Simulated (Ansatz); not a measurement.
`B[Si]1(O)CN1` + `CC(N)F` → `BNC(C)F` + `O[SiH]1CN1`  (cleavage of the B–Si bond)

Gas-phase electronic energies from Ansatz, PBE0-D4/def2-TZVP geometries. CCSD(T)/CBS is the MP2 limit (def2-TZVPP, def2-QZVPP) plus CCSD(T) − MP2 in def2-TZVPP, frozen cores. Functionals use def2-TZVPP. Each species was taken in one conformer, which may not be the lowest.

`B[Si]1(O)CN1`:

Cartesian coordinates in Å:
```
B -0.973 -0.772 -1.705
Si -0.422 -0.027 0.044
O -1.666 0.720 0.819
C 1.313 0.558 0.315
N 0.877 -0.737 0.909
H -0.343 -1.666 -2.182
H -1.859 -0.285 -2.341
H -1.478 1.176 1.641
H 2.133 0.484 -0.396
H 1.423 1.407 0.993
H 0.995 -0.859 1.904
```

`CC(N)F`:

```xyz
10

C    -0.110    0.372   -1.082
C    -0.015   -0.509    0.136
N    -0.246    0.205    1.328
F     1.266   -1.111    0.120
H     0.604    1.196   -1.004
H    -1.116    0.786   -1.167
H     0.121   -0.199   -1.981
H    -0.716   -1.347    0.081
H     0.383    0.991    1.423
H    -0.171   -0.384    2.145
```

`BNC(C)F`:

Cartesian coordinates in Å:
```
B 1.848 0.706 -0.538
N 0.706 -0.086 -0.535
C -0.172 -0.284 0.568
C -1.628 -0.188 0.194
F 0.045 -1.550 1.107
H 2.128 1.311 0.455
H 2.503 0.769 -1.536
H 0.447 -0.612 -1.358
H 0.099 0.436 1.344
H -2.254 -0.393 1.063
H -1.856 0.811 -0.180
H -1.866 -0.919 -0.583
```

`O[SiH]1CN1`:

Z-matrix (Å, degrees):
```
Si
C 1 1.823
N 1 1.692 2 50.7
O 1 1.632 2 127.8 3 100.0
H 1 1.473 2 121.0 3 -109.4
H 2 1.088 1 125.1 3 -99.7
H 2 1.091 1 118.3 3 106.0
H 3 1.007 1 134.2 2 -110.9
H 4 0.960 1 116.6 2 -33.7
```

CCSD(T)/CBS gives -166.8 kJ/mol.

Problem. Another level gave -165.9 kJ/mol. Which?
A. PBE0/def2-TZVPP
B. PBE/def2-TZVPP
C. LC-ωPBE/def2-TZVPP
D. CAM-B3LYP/def2-TZVPP

Solution. C. LC-ωPBE -165.9, CAM-B3LYP -173.7, PBE0 -161.1, PBE -155.4 kJ/mol.

Largest T1 diagnostic among the species: 0.014.

Leaving LDA and LC-ωPBE aside and taking each functional with its dispersion term where it has one, the values, not all of them listed here, spread over 21.2 kJ/mol, from CAM-B3LYP-D4 to revPBE-D4. LDA lies −14.5 kJ/mol from PBE without D4. From r2SCAN to r2SCAN0 (25 % exact exchange), in def2-TZVPP and without D4, ΔE moves by −4.3 kJ/mol. At CCSD(T), def2-SVP lies −15.3 kJ/mol from the extrapolated value and def2-TZVPP −0.9 kJ/mol.
